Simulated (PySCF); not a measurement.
## How exact exchange moves a shielding

Molecule: `[SiH3][SiH2][SiH2][SiH2][SiH3]`, H₁₂Si₅.

Cartesian coordinates in Å; atom numbers follow the order of the lines, from 1:
```xyz
17

Si    2.297    0.920   -0.933
Si    1.684   -0.994    0.274
Si    0.040   -0.405    1.846
Si   -2.059   -0.563    0.811
Si   -2.057    0.550   -1.254
H     1.110    1.524   -1.611
H     3.333    0.606   -1.964
H     2.856    1.925    0.024
H     2.903   -1.534    0.956
H     1.144   -2.048   -0.642
H     0.281    1.000    2.305
H     0.089   -1.310    3.037
H    -2.348   -2.012    0.569
H    -3.133   -0.003    1.691
H    -1.122   -0.145   -2.192
H    -3.426    0.549   -1.853
H    -1.605    1.965   -1.085
```

GIAO shieldings (ppm, equivalent atoms averaged) in PySCF on the PBE0-D3(BJ)/def2-SVP geometry, basis pcSseg-1, gas phase, non-relativistic:

| functional | exact exchange (%) | σ(Si1/Si5) |
| --- | --- | --- |
| BLYP | 0 | 427.7 |
| BP86 | 0 | 438.9 |
| PBE | 0 | 441.3 |
| B3LYP | 20 | 439.0 |
| mPW1PW91 | 25 | 451.2 |
| BHandHLYP | 50 | 455.2 |
| HF | 100 | 483.2 |

(1) Fit each shielding as a line in the percentage of exact exchange.

(2) What does the line predict for PBE0 (25 %), and what does the run give?

## Answers

(1) σ(Si1/Si5) = 435.1 + 0.47 x (rms 4.9 ppm). The functionals also differ in their semilocal parts, which the line can't hold; Hartree–Fock has no correlation at all.

(2) σ(Si1/Si5): 446.9 predicted, 454.3 computed ppm.
